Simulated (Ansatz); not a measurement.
`CB(N)S`. The species carries charge 0 and has multiplicity 1.

Cartesian coordinates in Å:
```
C 1.160 0.688 0.375
B -0.110 -0.197 0.096
N -0.975 0.079 -0.966
S -0.399 -1.604 1.227
H 1.128 1.115 1.382
H 1.261 1.513 -0.334
H 2.074 0.089 0.323
H -1.796 -0.456 -1.186
H -0.817 0.853 -1.588
H -1.525 -2.080 0.671
```

**Question.** List the harmonic frequencies (cm⁻¹, unscaled) at PBE0-D4/def2-TZVP in Ansatz. (Estimate.)

**Answer.** Computed: 49, 267, 319, 335, 418, 493, 570, 595, 783, 859, 888, 896, 1164, 1325, 1382, 1456, 1473, 1636, 2706, 3044, 3114, 3122, 3623, 3722.

**Question.** Is this a minimum?

**Answer.** Yes, all 24 modes are real.

**Question.** Give the ideal-gas thermochemistry at 298.15 K and 1 bar (rigid rotor, harmonic oscillator; point group Cs, symmetry number 1).

**Answer.** Zero-point energy 204.8 kJ/mol; H(298) − E = 223.2 kJ/mol; entropy 321.3 J/(mol·K), of which translation 162.7, rotation 106.9, vibration 51.7; G(298) − E = 127.4 kJ/mol. Modes under 100 cm⁻¹ are hindered rotations or soft bends, so the harmonic entropy is rough.

**Question.** Rotational constants (cm⁻¹)?

**Answer.** 0.2713, 0.1464, 0.0968.
